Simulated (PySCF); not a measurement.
**SMILES N#C[C@@H]1CS[C@H]1F, C4H4FNS**

Geometry:
```tsv
atom	x (Å)	y (Å)	z (Å)
N1	-0.479	2.403	1.308
C2	-0.213	1.343	0.976
C3	0.114	0.019	0.514
C4	1.133	-0.023	-0.637
S5	0.071	-1.120	-1.655
C6	-1.023	-0.685	-0.247
F7	-1.534	-1.749	0.420
H8	0.425	-0.597	1.364
H9	2.091	-0.474	-0.393
H10	1.282	0.938	-1.126
H11	-1.862	-0.053	-0.551
```

Computed with TDDFT PBE0/def2-SVPD circular dichroism and optical rotation, one conformer, gas phase in PySCF 2.14.0. Geometry: GFN2-xTB.

Q: Draw the ECD and absorption spectra from the lowest 8 states, each a Gaussian of half-width 0.3 eV at 1/e height.

A: 
```
E (eV)  λ (nm)  Δε (L mol⁻¹ cm⁻¹)  ε (L mol⁻¹ cm⁻¹)
  4.16     298              -0.02             0.906
  4.26     291              -0.04              2.46
  4.36     284              -0.09              5.36
  4.46     278              -0.16              9.35
  4.56     272              -0.22                13
  4.66     266              -0.25              14.6
  4.76     260              -0.22                13
  4.86     255              -0.16              9.35
  4.96     250              -0.09              5.36
  5.06     245              -0.04              2.46
  5.16     240              -0.02             0.906
  5.26     236               0.00             0.267
  5.36     231               0.00             0.068
  5.46     227               0.00             0.058
  5.56     223               0.00             0.343
  5.66     219              +0.02              2.02
  5.76     215              +0.09              9.63
  5.86     211              +0.35              36.9
  5.96     208              +1.09               114
  6.06     204              +2.71               284
  6.16     201              +5.45               579
  6.26     198              +8.90               980
  6.36     195             +11.88              1410
  6.46     192             +13.18              1810
  6.56     189             +12.64              2170
  6.66     186             +11.29              2520
  6.76     183             +10.19              2830
  6.86     181              +9.31              2960
  6.96     178              +7.57              2790
  7.06     176              +4.20              2410
  7.16     173              -0.47              2090
  7.26     171              -5.16              2030
  7.36     168              -8.48              2190
```
Δε uses R in velocity form, ε uses f in length form. Only the states computed contribute, so the short-wavelength end is incomplete.

The sign of the CD band at 185 nm isn't settled: the length form gives the opposite one.
